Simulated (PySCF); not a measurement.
Predicted spectroscopic data

Computational details: GFN2-xTB structure, shieldings: GIAO PBE0/pcSseg-1, in PySCF 2.14 (rapidly exchanging positions averaged, non-relativistic Hamiltonian, single conformer, no solvent model).

Chemical shifts δ = σref − σ; TMS for 1H (σref 31.72), 13C (σref 186.93), all at this level. Splittings of carbon signals by F and P are missing where no couplings were computed. Where no couplings were computed, multiplicities follow the n + 1 count of equivalent neighbours, and m marks all less simple cases (inequivalent or close neighbours, rings, F or P nearby). Shifts are as computed. Against solution values, carbons near 30 ppm lie about +3 ppm off and those near 130 ppm about +5 ppm. Of 1211 compounds with measured shifts, 218 miss one by over three times the rms of a fit or turn the order of signals round; such compounds aren't used in these exercises.

**1.** `COc1ccc(C(=O)F)o1`, C6H5FO3. 1H NMR (600 MHz, computed): δ 7.89 (m, 1H), 5.87 (m, 1H), 4.20 (s, 3H). 13C{1H} NMR (computed): δ 171.0, 155.7, 138.3, 134.3, 95.7, 57.3.

**2.** `InChI=1S/C3H5FN2Si/c4-3-1-2-6(7)5-3/h1-2H,7H3`. 1H NMR (600 MHz, computed): δ 7.42 (m, 1H), 6.09 (m, 1H), 5.14 (s, 3H). 13C{1H} NMR (computed): δ 177.2, 140.5, 99.4.
